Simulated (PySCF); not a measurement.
A search over the determinants of AgI

Unrestricted PBE0; basis Ag def2-TZVPP with ECP28, I def2-TZVPP with ECP28; scalar-relativistic core potentials; PySCF 2.14. Outer shells of the fragments: Ag 4d10 5s1; I 4d10 5s2 5p5.

Followed along the bond (rough minima from three points):

| 2Ms+1 | unpaired | ⟨S²⟩ at the start | R at minimum (Å) | Te (eV) |
| --- | --- | --- | --- | --- |
| 1 | none | 0.00 | 2.57 | 0.00 |
| 3 | σ ↑, π ↑ | 2.01 | none in the scan | ≤ 2.53 |

Solutions found at the starting distance of 2.645 Å, counted from the lowest of them; the search is not exhaustive and high or unbound solutions are not listed, so other states can lie among these:

```tsv
2Ms+1	unpaired	term	E (eV)	⟨S²⟩	⟨Lz²⟩	μ (D)
1	none	¹Σ⁺	0.00	0.00	0.00	-5.18
3	σ ↑, π ↑	³Π	2.59	2.01	1.01	2.28
1	σ ↓, π ↑	mixed	2.65	1.01	1.01	2.36
3	σ ↑↑	³Σ⁺	2.85	2.01	0.00	0.32
3	σ ↑, δ ↑	³Δ	5.15	2.00	4.01	-2.94
1	σ ↑, δ ↓	mixed	5.27	1.01	4.00	-2.64
3	π ↑↑	mixed	5.38	2.01	2.01	2.22
1	π ↑↓	mixed	5.51	1.01	2.01	2.38
3	π ↑↑	mixed	5.51	2.01	2.01	2.36
3	π ↑↑	mixed	7.27	2.01	0.68	5.49
```

A term symbol is given only where ⟨S²⟩ and ⟨Lz²⟩ are close to those of a pure state; real π, δ and φ orbitals otherwise mix terms. A positive dipole means Ag(−)I(+).

The measured ground state is X ¹Σ+ (Huber and Herzberg, Constants of Diatomic Molecules (1979)).

Spin–orbit coupling is left out. Counting both spins, an empty level lies below a filled one in some of these solutions, because spin and occupation are held.
